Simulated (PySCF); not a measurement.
Species: C8H7F3O.
Geometry (PBE0-D3(BJ)/def2-SVP, Å), atoms numbered from 1 in this order:
```xyz
19
C8H7F3O angstrom
C      0.546    1.754   -1.241
C      0.324    0.665   -0.485
C      1.451   -0.202   -0.210
C      1.919   -1.356    0.321
C      2.857   -0.478   -0.294
O      3.967   -0.172   -0.638
C     -1.036    0.350    0.097
C     -1.016    0.250    1.620
C     -1.647   -0.897   -0.523
F     -0.982   -2.010   -0.187
F     -2.911   -1.055   -0.116
F     -1.659   -0.824   -1.854
H      1.548    1.969   -1.621
H     -0.261    2.445   -1.496
H      1.627   -2.275    0.833
H     -1.719    1.161   -0.202
H     -2.024    0.052    2.010
H     -0.352   -0.558    1.959
H     -0.654    1.193    2.053
```

The closed-shell ground state was solved at several levels (PySCF, density fitting, gas phase, non-relativistic).

```
         level  basis functions  HOMO (eV)  LUMO (eV)  gap (eV)  dipole (D)
 PBE0/pcSseg-1              239      -6.89      -2.12      4.77        4.24
   B3LYP/pcJ-1              394      -6.63      -2.30      4.33        4.22
PBE0/def2-SVPD              308      -6.95      -2.20      4.75        4.40
```

Question: Estimate the row for B97-2/pcSseg-2, a basis of 530 functions; the other rows only guide the guess.

Answer: HOMO -6.62 eV, LUMO -2.20 eV, gap 4.42 eV, dipole 4.34 D.

Question: Over all these levels, which gives the widest orbital gap and which the narrowest?

Answer: PBE0/pcSseg-1 (global hybrid, 25 % exact exchange) has the widest, 4.77 eV, and B3LYP/pcJ-1 (global hybrid, 20 % exact exchange) the narrowest, 4.33 eV. Functional and basis both differ between the two, so the spread mixes both effects.

Question: How far do the dipole and the HOMO energy spread over the levels?

Answer: The dipole runs from 4.22 to 4.40 D (mean 4.30 D) and the HOMO from -6.95 to -6.62 eV.

One conformer stands for the species.
